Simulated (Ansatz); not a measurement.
System: CH$_{2}$NO, charge 1, singlet. CH2NO+ (SMILES C(=[OH+])=N).
B3LYP-D3(BJ)/def2-TZVP minimum from Ansatz (a program for electronic structure):
```xyz
5

N     -1.1542     0.0831     0.3407
C     -0.0624    -0.0061     0.0233
O      1.1133     0.0104    -0.3706
H     -2.1197     0.1507     0.6266
H      1.6677    -0.7786    -0.1866
```
Charge +1, spin multiplicity 1.

Total energies in cc-pVDZ, 16 correlated electrons, 3 frozen orbitals. Open shells are spin-unrestricted; no spin-orbit coupling. Correlated methods leave the cores frozen. No relativity.

```csv
method,program,energy (Eh),minus CCSDT(Q) (mEh)
HF,Ansatz,-168.04536,488.41
MP2,Ansatz,-168.50472,29.04
CCSD,Ansatz,-168.51539,18.37
CCSD(T),Ansatz,-168.53168,2.09
CCSDT(Q),Ansatz,-168.53376,0.00
```

Rough core times of Ansatz's runs on a shared machine: CCSD(T) under 20 s, CCSDT(Q) 40 s.
